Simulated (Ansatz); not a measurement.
Basis sets compared for Na5⁺. The state is a singlet with charge 1. Geometry r2SCAN/def2-SVP. Ansatz on 4 threads of Arm Neoverse V1 on a shared host; times are rough, and most runs start from earlier orbitals.

Cartesian coordinates in Å:
```
Na -1.751 0.978 -3.067
Na 0.005 0.024 0.016
Na 0.822 2.912 -2.116
Na -0.339 -0.865 3.575
Na 1.262 -3.049 1.592
```

The structure comes from a short search, and lower isomers may exist.

```json
{"level": "PBE/def2-SVP", "functions": "75", "energy (Eh)": "-810.4542", "HOMO (eV)": "-6.16", "LUMO (eV)": "-4.77", "wall time": "1 s"}
{"level": "PBE0/def2-SVP", "functions": "75", "energy (Eh)": "-810.5272", "HOMO (eV)": "-6.58", "LUMO (eV)": "-4.25", "wall time": "1.7 s"}
```

(1) Estimate the rows for PBE/def2-TZVP, PBE0/def2-TZVP.

Results:

(1) 
```tsv
level	functions	energy (Eh)	HOMO (eV)	LUMO (eV)	wall time
PBE/def2-TZVP	160	-810.7530	-6.22	-4.84	1.9 s
PBE0/def2-TZVP	160	-810.8229	-6.63	-4.31	2.4 s
```
